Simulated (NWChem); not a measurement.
## Total energies of phosphorus nitride (NP)

SMILES: P#N
```xyz
2

N      0.0000     0.0000     1.0149
P      0.0000     0.0000    -0.4736
```
Charge 0, spin multiplicity 1.

All runs are NWChem calculations. Structure: optimised with PBE0/def2-SVP, a minimum by its harmonic frequencies.

Basis set: 6-311G** (44 functions).

```csv
method,total energy (Ha)
RHF,-395.15586
MP2,-395.45608
B2PLYP,-395.91493
PBE,-395.86841
B3LYP,-396.10141
PBE0,-395.88260
CCSD(T),-395.47283
```

Total energies of different functionals aren't comparable as a measure of quality: only differences taken within one method are. 

The correlated methods keep 6 core orbitals frozen. B3LYP has NWChem's definition, with VWN1-RPA local correlation. The Pople sets run with spherical d functions. Coupled-cluster values serve here as a point of comparison, not as the truth.
